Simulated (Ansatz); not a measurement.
Consider the formal exchange of groups at a C–C bond: `CC(=N)C=O` + `BCl` → `CC(=N)BCl` + `C=O`.

Computed with Ansatz on PBE0-D4/def2-TZVP structures; ΔE is electronic, products minus reactants. CBS: MP2 limit from def2 TZ/QZ plus the TZ coupled-cluster correction, frozen cores. This one scheme is used for every species. DFT in def2-TZVPP. HSE06 is defined as in plane-wave codes. Each species was taken in one conformer, which may not be the lowest.

`CC(=N)C=O`:

```xyz
10

C    -0.576    1.045   -0.548
C     0.312    0.112    0.200
N     1.326    0.505    0.844
C    -0.051   -1.359    0.160
O     0.595   -2.197    0.724
H    -1.605    0.978   -0.179
H    -0.222    2.068   -0.440
H    -0.604    0.783   -1.610
H     1.780   -0.308    1.273
H    -0.955   -1.628   -0.424
```

`BCl`:

Z-matrix (Å, degrees):
```
B
Cl 1 1.733
H 1 1.190 2 118.1
H 1 1.190 2 118.1 3 180.0
```

`CC(=N)BCl`:

Cartesian coordinates in Å:
```
C 0.546 0.962 0.422
C -0.417 -0.120 0.036
N -1.657 -0.135 0.344
B 0.040 -1.364 -0.808
Cl 1.701 -1.525 -1.316
H 1.372 0.550 1.008
H 0.997 1.410 -0.468
H 0.053 1.745 1.003
H -1.908 0.693 0.894
H -0.726 -2.217 -1.116
```

`C=O`:

Z-matrix (Å, degrees):
```
C
O 1 1.195
H 1 1.109 2 122.0
H 1 1.109 2 122.0 3 -180.0
```

```
         level  ΔE (kcal/mol)
       BLYP-D4           -0.9
       PBE0-D4           -0.5
    r2SCAN0-D4            0.0
      HSE06-D4           -0.5
        revPBE           -0.2
        r2SCAN            0.3
         BHLYP           -0.1
MP2/def2-QZVPP           -0.9
```

Q: What does CCSD(T)/CBS give? (An estimate is asked.)

A: The calculation gave: -1.2 kcal/mol. The listed levels differ from it by 0.3, 0.7, 1.2, 0.7, 1.0, 1.5, 1.1, 0.3 kcal/mol.

Largest T1 diagnostic among the species: 0.015.

Leaving LDA and LC-ωPBE aside and taking each functional with its dispersion term where it has one, the values, not all of them listed here, spread over 1.2 kcal/mol, from BLYP-D4 to r2SCAN-D4. LDA lies +1.0 kcal/mol from PBE without D4. At CCSD(T), def2-SVP lies +1.8 kcal/mol from the extrapolated value and def2-TZVPP +0.3 kcal/mol.
